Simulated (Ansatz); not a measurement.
Gas-phase electronic energies from Ansatz, PBE0-D4/def2-TZVP geometries. CCSD(T)/CBS adds triple-zeta CCSD(T) − MP2 to the extrapolated MP2 energy (def2 sets, frozen cores). DFT in def2-TZVPP. B3LYP here is the variant with VWN-RPA as its local correlation; programs differ in this. For Br outer-core shells are correlated without core-valence functions, which leaves a few kJ/mol of doubt a bond. Scalar relativity is left out up to krypton. Each species was taken in one conformer, which may not be the lowest.

`OCB1C=C1` + `FB(F)Br` → `FB1C=C1` + `OCB(F)Br`  (redistribution)

`OCB1C=C1`:

Z-matrix (Å, degrees):
```
C
B 1 1.552
O 1 1.421 2 115.8
H 1 1.102 2 108.4 3 124.4
H 1 1.097 2 109.3 3 -121.7
C 2 1.470 1 153.9 3 176.7
C 2 1.474 1 151.7 3 -7.0
H 3 0.959 1 107.8 2 20.6
H 6 1.081 2 158.3 1 -2.7
H 7 1.082 2 158.9 1 2.6
```

`FB(F)Br`:

Cartesian coordinates in Å:
```
F -1.209 0.419 0.538
B -0.130 -0.057 -0.030
F -0.237 -1.053 -0.872
Br 1.575 0.691 0.364
```

`FB1C=C1`:

```xyz
6

F     0.382    0.721    2.053
B     0.154    0.291    0.829
C    -0.015   -0.774   -0.160
C    -0.124    0.510   -0.590
H    -0.081   -1.759   -0.601
H    -0.316    1.010   -1.531
```

`OCB(F)Br`:

Z-matrix (Å, degrees):
```
C
B 1 1.560
O 1 1.404 2 118.1
H 1 1.102 2 106.7 3 124.3
H 1 1.102 2 106.7 3 -124.3
Br 2 1.924 1 121.4 3 -0.1
F 2 1.313 1 120.7 3 179.9
H 3 0.963 1 108.7 2 0.2
```

| level | ΔE (kcal/mol) |
| --- | --- |
| r2SCAN-D4 | 6.4 |
| PBE | 5.8 |
| PBE0 | 6.4 |
| B3LYP | 6.6 |
| HF/def2-TZVPP | 7.8 |
| MP2/def2-TZVPP | 7.5 |
| HF/CBS(def2) | 8.0 |
| CCSD/CBS(def2) | 6.7 |

Question: What does CCSD(T)/CBS give? (An estimate is asked.)

Answer: The calculation gave: +6.5 kcal/mol. The listed levels differ from it by -0.1, -0.7, -0.1, 0.1, 1.3, 1.0, 1.5, 0.2 kcal/mol.

Largest T1 diagnostic among the species: 0.012.
